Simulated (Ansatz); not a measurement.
## Relaxing a trial structure of C4H9AlGe

The starting geometry of this gas-phase singlet was optimised with GFN2-xTB; its bonds are those of `C#C[C@@H]([GeH3])[AlH][CH3]`.

```xyz
15

C    -2.0104   -2.2419   -1.8548
C    -1.6670   -1.2781   -1.2239
C    -1.2232   -0.1613   -0.4285
C     1.2848   -2.5521    0.1385
Al    0.6103   -0.6919    0.2060
Ge   -2.3718    0.0275    1.1789
H    -2.3302   -3.0556   -2.4350
H    -1.3014    0.7672   -1.0106
H    -1.9786    1.2112    2.0130
H    -3.8287    0.1847    0.8364
H    -2.2711   -1.1833    2.0603
H     1.3771    0.4770    0.8775
H     0.5247   -3.2841    0.4381
H     1.5937   -2.8331   -0.8764
H     2.1550   -2.7068    0.7868
```

Question: Predict what it relaxes into with B3LYP/def2-SVP.

Answer: It rearranges, giving a structure given below by its coordinates. Contacts that open: C3–Al5 (2.01 → 3.98 Å). Contacts that close: C1–Al5 (3.68 → 1.95 Å).

The energy falls by 0.72 eV over 102 steps:

```tsv
step	E − E(last) (eV)
1	0.720
12	0.526
23	0.522
35	0.512
46	0.363
57	0.227
68	0.219
80	0.112
91	0.003
102	0.000
```

Final geometry (Å):

```xyz
15

C    -0.8631   -1.1811   -1.7141
C    -1.4065   -0.4409   -0.7716
C    -1.9223    0.2575    0.2119
C     1.7089   -2.0773    0.3359
Al    0.7952   -2.1597   -1.3944
Ge   -3.2059   -0.4968    1.4790
H    -1.3767   -1.2187   -2.6870
H    -1.6435    1.3134    0.3252
H    -2.6882   -0.3176    2.9236
H    -4.5632    0.2314    1.3591
H    -3.3896   -1.9948    1.1712
H     1.3773   -3.0229   -2.5952
H     1.1849   -1.4489    1.0740
H     1.8234   -3.0867    0.7700
H     2.7323   -1.6775    0.2186
```

No frequencies were run, so the end isn't proven a minimum. Run with Ansatz 0.2.0, 5.5 min on 2 threads of Intel(R) Xeon(R) 6975P-C (Granite Rapids) (shared host).
